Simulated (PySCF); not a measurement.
# How the method changes the shape and vibrations of BGeH3N2

All numbers below are calculated, not measured. They come from PySCF 2.14.0, an open-source quantum chemistry program, on an isolated molecule that a program drew, which may never have been made. The molecule is BGeH3N2 (charge 0, singlet), drawn as the SMILES string `N=[B][Ge][NH2]`.

The geometry was optimised and harmonic frequencies were computed with HF and MP2, all in the cc-pVDZ basis, for the commonest isotopes, with a restricted reference for singlets and an unrestricted one otherwise, and a frozen core in MP2. Germanium has the cc-pVDZ-PP basis, with a core potential (ECP10MDF) in place of its 10 inner electrons, and its 3s, 3p and 3d shells are frozen in MP2. Each result is a local minimum of its method.

Geometry at the HF minimum:
```xyz
7
BGeH3N2, angstrom
N     2.3791   -2.1598   -2.4479
B     1.6926   -2.2811   -1.4309
Ge    0.5847   -2.5365    0.3737
N    -0.9302   -1.7622   -0.2437
H     2.9293   -2.0629   -3.2598
H    -1.7423   -1.6805    0.3390
H    -1.0846   -1.3750   -1.1552
```

Lengths of the bonds as drawn, in Å (atoms numbered as above):
| bond | HF | MP2 |
|---|---|---|
| N1-B2 | 1.233 | 1.264 |
| B2-Ge3 | 2.133 | 2.122 |
| Ge3-N4 | 1.810 | 1.834 |
| N1-H5 | 0.986 | 1.003 |
| N4-H6 | 1.003 | 1.019 |
| N4-H7 | 1.002 | 1.018 |

Rotational constants, in GHz:
| constant | HF | MP2 |
|---|---|---|
| A | 11.38 | 10.96 |
| B | 2.662 | 2.661 |
| C | 2.157 | 2.141 |

Harmonic frequencies in cm^-1, each column in rising order, so a row needn't be the same motion in every method:
```
rank,HF,MP2
1,127,109
2,233,198
3,368,337
4,412,392
5,484,464
6,521,469
7,564,491
8,588,599
9,738,706
10,841,770
11,1689,1553
12,2038,1848
13,3770,3570
14,3879,?
15,4081,3854
```

**Estimate the missing MP2 frequency from the HF column.**

A single factor s that minimises the squared misfit of MP2 against s times HF over the other rows is sum(HF x MP2) / sum(HF^2) = 0.9390, with an rms misfit of 29 cm^-1. For rank 14 it gives 0.9390 x 3879 = 3642 cm^-1. The calculation gives 3696 cm^-1, 54 cm^-1 above the estimate. The drawn bonds are on average 1.4 % longer in MP2 than in HF.
